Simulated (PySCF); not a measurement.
# C₆ coefficients of unlike pairs at wB97X

Calculated with PySCF 2.14 from the dipole response of each species, C₆(A,B) = (3/π) ∫ α_A(iu) α_B(iu) du, in atomic units, from isotropic polarisabilities. For ions this is the dispersion term alone; charge-induced terms of lower order in 1/R come first.

| species | configuration | basis | relativity | α (bohr³) | C₆ (like pair) |
| --- | --- | --- | --- | --- | --- |
| Ca²⁺ | [Ar] (1S) | dyall-av2z (17s13p4d) | none | 3.180 | 10.76 |
| Be⁺ | [He] 2s1 (2S) | dyall-av3z (15s9p4d2f) | spin-free X2C | 24.17 | 69.05 |
| Ba | [Xe] 6s2 (1S) | def2-TZVPPD with the def2 core potential (46 electrons) (6s4p3d1f) | core potential | 247.9 | 4787 |
| Ca | [Ar] 4s2 (1S) | aug-cc-pVQZ-X2C (8s7p5d3f2g) | spin-free X2C | 151.8 | 2065 |

Problem. Estimate C₆ for Ba with Ca²⁺.

Solution. The integral gives 129.5. The combination rule 2 C_A C_B / (C_A α_B/α_A + C_B α_A/α_B) gives 114.4 and the geometric mean 226.9.

No spin-orbit coupling is included.

The other pairs:

```tsv
pair	C₆
Ca, Ba	3138
Ca, Ca²⁺	85.86
Ca, Be⁺	374.3
Be⁺, Ca²⁺	17.06
Ba, Be⁺	565.2
```
